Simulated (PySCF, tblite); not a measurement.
Isomers of C4H10OSSi, one GFN2-xTB conformer each. Single-point energies are computed at PBE0/pcSseg-1 (PySCF, gas phase, no added dispersion term), electronic only.

| SMILES | GFN2-xTB relative energy (kcal/mol) |
| --- | --- |
| CSCO[C@@H]1C[SiH2]1 | 61.5 |
| CO[C@@H]1[C@H](C)[Si@@H]1S | 45.2 |
| C=C[Si@@H](S)OCC | 0.0 |
| C=C(C)[Si@](C)(O)S | 0.4 |

Conformers: `[CH3:1][S:2][CH2:3][O:4][C@@H:5]1[CH2:6][SiH2:7]1` with C1–S2–C3–O4 -62°, S2–C3–O4–C5 -73°, C3–O4–C5–C6 -78°; `[CH3:1][O:2][C@@H:3]1[C@H:4]([CH3:5])[Si@@H:6]1[SH:7]` with C1–O2–C3–C4 -89°, C4–Si6–S7–H -62°; `[CH2:1]=[CH:2][Si@@H:3]([SH:4])[O:5][CH2:6][CH3:7]` with C1–C2–Si3–S4 61°, C2–Si3–S4–H 55°, C2–Si3–O5–C6 -170°, Si3–O5–C6–C7 156°; `[CH2:1]=[C:2]([CH3:3])[Si@:4]([CH3:5])([OH:6])[SH:7]` with C1–C2–Si4–C5 109°, C2–Si4–O6–H -56°, C2–Si4–S7–H 172°.

Problem. What does PBE0/pcSseg-1 give for the same structures?

Solution. 
```
                    SMILES  PBE0/pcSseg-1 E (Eh)  PBE0/pcSseg-1 (kcal/mol)  GFN2-xTB (kcal/mol)  point group
        C=C(C)[Si@](C)(O)S            -920.83883                       0.0                  0.4           C1
          C=C[Si@@H](S)OCC            -920.80326                      22.3                  0.0           C1
CO[C@@H]1[C@H](C)[Si@@H]1S            -920.72912                      68.8                 45.2           C1
       CSCO[C@@H]1C[SiH2]1            -920.69307                      91.5                 61.5           C1
```

GFN2-xTB puts C=C[Si@@H](S)OCC lowest instead; measured from each level's own lowest isomer, the values differ by up to 30.0 kcal/mol (CSCO[C@@H]1C[SiH2]1: 61.5 against 91.5). As drawn, the lowest has an O–H bond, an S–H bond and an Si–O bond, which the highest lacks; the highest has a three-membered ring, which the lowest lacks.

Problem. Which frontier levels, dipoles and rotational constants go with these structures?

Solution. 
```json
{"SMILES": "C=C(C)[Si@](C)(O)S", "HOMO (eV, PBE0/pcSseg-1)": "-7.20", "LUMO (eV)": "-0.25", "dipole (D)": "1.18", "A, B, C (MHz)": "1937, 1401, 1171"}
{"SMILES": "C=C[Si@@H](S)OCC", "HOMO (eV, PBE0/pcSseg-1)": "-7.33", "LUMO (eV)": "-0.62", "dipole (D)": "1.37", "A, B, C (MHz)": "2322, 1084, 814.7"}
{"SMILES": "CO[C@@H]1[C@H](C)[Si@@H]1S", "HOMO (eV, PBE0/pcSseg-1)": "-6.44", "LUMO (eV)": "0.07", "dipole (D)": "2.52", "A, B, C (MHz)": "2447, 1222, 1084"}
{"SMILES": "CSCO[C@@H]1C[SiH2]1", "HOMO (eV, PBE0/pcSseg-1)": "-6.48", "LUMO (eV)": "0.18", "dipole (D)": "1.11", "A, B, C (MHz)": "4457, 806.8, 761.8"}
```

Problem. What happens when harmonic zero-point energies from GFN2-xTB frequencies are added?

Solution. 
```tsv
SMILES	ZPE (kcal/mol)	electronic (kcal/mol)	with ZPE (kcal/mol)
C=C(C)[Si@](C)(O)S	80.9	0.0	0.0
C=C[Si@@H](S)OCC	80.4	22.3	21.9
CO[C@@H]1[C@H](C)[Si@@H]1S	81.2	68.8	69.1
CSCO[C@@H]1C[SiH2]1	80.4	91.5	91.0
```

The zero-point energies span 0.8 kcal/mol. The order is unchanged.
